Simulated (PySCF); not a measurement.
# UHF on In²³⁺ (indium, charge +23)

Configuration: [Ar] 3d8, high-spin 3F determinant. Calculation: PySCF 2.14, in an even-tempered Gaussian basis (19 s from 2.7 bohr⁻², ratio 2.5; 13 p from 3.5 bohr⁻², ratio 2.5; 8 d from 3.5 bohr⁻², ratio 2.5; 4 f from 16 bohr⁻², ratio 2.7; 3 g from 24 bohr⁻², ratio 2.7); scalar relativity by spin-free X2C-1e.

```json
{"Total energy": "-5609.614938 hartree", "One-electron energy": "-6927.3704 hartree", "Hartree (Coulomb) energy": "1451.6111 hartree", "Exchange energy": "-133.8556 hartree", "⟨S²⟩": "2.0004", "⟨L²⟩": "12.004", "Sum of ⟨r⟩": "6.100 bohr", "Sum of ⟨r²⟩": "2.037 bohr²"}
```

```tsv
shell	electrons	mean orbital energy (eV)	spread (eV)	rms radius, mean of both spins (bohr)
1s α	1	-28875.5	0	0.0340
1s β	1	-28875.4	0	0.0340
2s α	1	-5075.7	0	0.139
2s β	1	-5066.2	0	0.139
2p α	3	-4633.9	0	0.123
2p β	3	-4624.6	0	0.123
3s α	1	-1565.4	0	0.360
3s β	1	-1552.7	0	0.360
3p α	3	-1417.2	0	0.358
3p β	3	-1401.5	0	0.358
3d α	5	-1196.1	4.458	0.331
3d β	3	-1188.1	0	0.331
```

Spin-orbit coupling, absent here, splits the open shell strongly.

Densities and radii are taken from the X2C orbitals without a picture-change correction, which distorts them close to the nucleus.

Spin-orbit constants ζ (cm⁻¹) from the X2C one-electron operator on these orbitals: bare nucleus, nucleus screened by l(l+1)(2l+1)/3 electrons, and screened by the Breit-Pauli mean field of the electrons.

```
shell     bare  screened nucleus  mean field
   2p  1135000           1089000     1069000
   3p   224500            215300      210900
   3d    34550             27500       26710
```

To first order the Landé constant is A = -13350 cm⁻¹, so the lowest level has J = 4 and lies 4.97 eV below the centre of the term. This holds in LS coupling only.
